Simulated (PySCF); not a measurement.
## Polarisability and C₆ of Te (tellurium, neutral)

[Kr] 4d10 5s2 5p4, high-spin 3P determinant. All numbers are calculated (PySCF 2.14, the spin-free X2C one-electron Hamiltonian (Gaussian nucleus), in x2c-QZVPPall with one added diffuse shell each of s, p, d, f type (14s10p8d5f1g, 128 functions)). Coupled (time-dependent) response in atomic units; α is the mean over directions.

```tsv
method	mean α (bohr³)	α xx, yy, zz	C₆ (like pair)	S(−4)
PBE0	39.60	37.08, 44.63, 37.08	435.9	387.5
```

S(−4) is the Cauchy moment in α(ω) = α(0) + S(−4) ω² + …

Reference α: 38 ± 4 bohr³ (recommended; Schwerdtfeger and Nagle, table of static dipole polarizabilities (2023 update)). Published C₆: 445.0 (Chu and Dalgarno (2004); Tang, Norbeck and Certain (1976)).

Spin-orbit coupling is absent.

α(iu) at PBE0:

| u (hartree) | α(iu) (bohr³) |
| --- | --- |
| 0 | 39.60 |
| 0.0500 | 38.66 |
| 0.100 | 36.18 |
| 0.200 | 29.34 |
| 0.300 | 22.92 |
| 0.500 | 14.28 |
| 0.750 | 8.772 |
| 1.00 | 5.987 |
| 1.50 | 3.442 |
| 2.00 | 2.324 |
| 3.00 | 1.326 |
| 5.00 | 0.6229 |

The components differ because the open shell of this determinant is not spherical; for a pure term their mean is the scalar polarisability.
